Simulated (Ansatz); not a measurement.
CH2N2Si, SMILES `[C-]#[N+][Si]N` (lower singlet) (charge 0, multiplicity 1). This singlet lies 2.42 eV below the relaxed triplet at the level frozen-core CCSD(T)/cc-pVTZ // PBE0-D3(BJ)/def2-TZVP (Ansatz, a first-principles code).

All values below come from frozen-core CCSDT(Q)/6-31g // PBE0-D3(BJ)/def2-TZVP in Ansatz.

Ansatz 0.2 input:
```yaml
crystal:
  periodic: [false, false, false]
  atoms:
    - { symbol: C, position_ang: [2.525729, -0.511742, -0.032169] }
    - { symbol: N, position_ang: [1.483708, 0.029875, -0.030074] }
    - { symbol: Si, position_ang: [0.128456, 1.180964, -0.042482] }
    - { symbol: N, position_ang: [-1.100135, 0.012187, 0.021146] }
    - { symbol: H, position_ang: [-0.964744, -0.987609, 0.052328] }
    - { symbol: H, position_ang: [-2.073014, 0.276325, 0.03125] }
basis:
  gaussian: { orbitals: "6-31g" }
correlation:
  method: ccsdt_q
```

Output:

```
Functional definition: HF
1034 factors; integrals over basis functions are off by at most 2.0e-7 eV
mean field evaluation 1: about -11882.4467 eV, gradient 3.3e1 eV
mean field evaluation 2: about -11882.4576 eV, gradient 3.3e1 eV
mean field evaluation 4: about -11884.8692 eV, gradient 3.4e0 eV
mean field evaluation 8: about -11884.9047 eV, gradient 3.5e-4 eV
mean field evaluation 16: about -11884.8923 eV, gradient 2.8e-1 eV
mean field -11884.90474356 eV, -436.7621934482 hartree, gradient 1.4e-6 eV, S^2 0.000000; 0 other end points of the search recorded, 0 dependent functions left out
8 core orbitals not correlated
reference -11884.90474356 eV, -436.7621934482 hartree; 10, 10 occupied and 26, 26 virtual orbitals, 1034 factors
second order -9.19543754 eV of doubles, -0.00000000 eV of singles
cycle   1  -9.16385274 eV  change    3.2e-2 eV  update   1.3e-1
cycle   2  -9.75646982 eV  change   -5.9e-1 eV  update   6.4e-2
cycle   3  -10.11867790 eV  change   -3.6e-1 eV  update   3.0e-2
cycle   4  -10.10030483 eV  change    1.8e-2 eV  update   8.9e-3
cycle   5  -10.09569948 eV  change    4.6e-3 eV  update   4.8e-3
cycle   6  -10.09711234 eV  change   -1.4e-3 eV  update   2.2e-3
cycle   7  -10.09784116 eV  change   -7.3e-4 eV  update   9.0e-4
cycle   8  -10.09752190 eV  change    3.2e-4 eV  update   3.7e-4
cycle   9  -10.09717656 eV  change    3.5e-4 eV  update   1.6e-4
cycle  10  -10.09728378 eV  change   -1.1e-4 eV  update   6.6e-5
cycle  11  -10.09720755 eV  change    7.6e-5 eV  update   3.2e-5
cycle  12  -10.09723084 eV  change   -2.3e-5 eV  update   1.6e-5
cycle  13  -10.09722983 eV  change    1.0e-6 eV  update   1.1e-5
cycle  14  -10.09723235 eV  change   -2.5e-6 eV  update   3.9e-6
cycle  15  -10.09723354 eV  change   -1.2e-6 eV  update   2.6e-6
cycle  16  -10.09723389 eV  change   -3.6e-7 eV  update   9.4e-7
perturbative correction -0.03334752 eV, -0.0012254987 hartree
Total energy: -11895.03532498 eV, -437.1344854484 hartree
```
